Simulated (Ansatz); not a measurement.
One change: `B1CCC1` becomes `FB1CCC1`.

Ansatz, PBE0-D4/def2-TZVP geometries, multiplicity 1. 

```json
{"property": "HOMO–LUMO gap (PBE/def2-TZVPP) / eV", "`B1CCC1`": "5.15"}
{"property": "HOMO energy (PBE0/def2-TZVPP) / eV", "`B1CCC1`": "-7.78"}
{"property": "HOMO energy (ωB97M-V/def2-TZVPP) / eV", "`B1CCC1`": "-10.07"}
{"property": "HOMO energy (B3LYP/def2-TZVPP) / eV", "`B1CCC1`": "-7.59"}
{"property": "LUMO energy (PBE0/def2-TZVPP) / eV", "`B1CCC1`": "-0.38"}
{"property": "LUMO energy (B3LYP/def2-TZVPP) / eV", "`B1CCC1`": "-0.61"}
```

Q: What does the change do to each property? (Best estimate.)

A: The calculation gave: 
| property | `FB1CCC1` | shift |
| --- | --- | --- |
| HOMO–LUMO gap (PBE/def2-TZVPP) / eV | 5.45 | 0.30 |
| HOMO energy (PBE0/def2-TZVPP) / eV | -8.20 | -0.42 |
| HOMO energy (ωB97M-V/def2-TZVPP) / eV | -10.52 | -0.45 |
| HOMO energy (B3LYP/def2-TZVPP) / eV | -8.01 | -0.42 |
| LUMO energy (PBE0/def2-TZVPP) / eV | -0.27 | 0.11 |
| LUMO energy (B3LYP/def2-TZVPP) / eV | -0.52 | 0.09 |

With PBE0 the HOMO falls by 0.42 eV and the LUMO rises by 0.11 eV, so the gap widens by about 0.53 eV. PBE moves the HOMO by -0.25 eV and ωB97M-V by -0.45 eV.

B3LYP here is the variant with VWN-RPA as its local correlation; programs differ in this.
